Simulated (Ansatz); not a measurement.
Z-matrix (Å, degrees):
```
C
Ga 1 1.994
B 1 1.515 2 101.1
H 1 1.091 2 102.6 3 122.3
H 1 1.094 2 102.0 3 -120.6
F 2 1.765 1 111.3 3 -103.9
C 2 1.948 1 133.1 3 79.9
H 3 1.199 1 120.8 2 89.3
H 3 1.200 1 120.5 2 -85.3
H 7 1.091 2 109.9 1 129.8
H 7 1.090 2 111.8 1 7.9
H 7 1.093 2 108.9 1 -112.2
```

Charge 0, multiplicity 1.

**Question.** List the PBE0/def2-TZVPP orbital energies in eV (Ansatz). (Best estimate.)

**Answer.** Computed: Occupied: -10147.54, -1253.34, -1109.54, -1109.42, -1109.40, -672.31, -278.29, -278.07, -184.36, -151.70, -104.74, -104.45, -104.39, -31.20, -23.85, -23.74, -23.68, -23.61, -23.50, -19.76, -19.50, -13.72, -12.75, -12.32, -11.74, -11.69, -10.65, -10.62, -10.25, -9.75, -9.07, -8.25. Lowest empty: -1.78, -0.08, 0.27, 1.40, 1.68, 2.23, 2.42, 2.65.
